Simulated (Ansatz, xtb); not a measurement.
Ranking isomers of C6H3BrN2

3 gas-phase structures of C6H3BrN2, from a drawn sample of its isomers (lower ones may exist). Each was relaxed with GFN2-xTB:

A. `C#Cc1cncc(Br)n1`, a singlet
B. `C#Cc1cnc(Br)cn1`, a singlet
C. `C#Cc1nccnc1Br`, a singlet

Which do you expect lowest at r2SCAN-D4/def2-SVP, and how would the others follow?

Calculated order at r2SCAN-D4/def2-SVP: B (0.0), A (0.5), C (3.7) kJ/mol. Less than 1 kcal/mol parts B and A; A and C, so the order within those pairs means little.

Energies above the lowest of each column, in kJ/mol; the last columns are at PBE-D3(BJ)/def2-SVP geometries:

```
structure  GFN2-xTB  HF/STO-3G  r2SCAN-D4/def2-SVP  PBE-D3(BJ)/def2-SVP  CCSD(T)/def2-SVP + ΔMP2/def2-TZVPP
        B       0.3        0.0                 0.0                  0.0                                 0.0
        A       0.0        1.3                 0.5                  0.6                                 0.3
        C       0.7        3.6                 3.7                  3.1                                 3.7
```

Every level run on B puts it lowest or level with the lowest. ΔMP2 is the change of the MP2 energy from the smaller to the larger basis.

Programs: Ansatz 0.2.0, xtb 6.7.1.
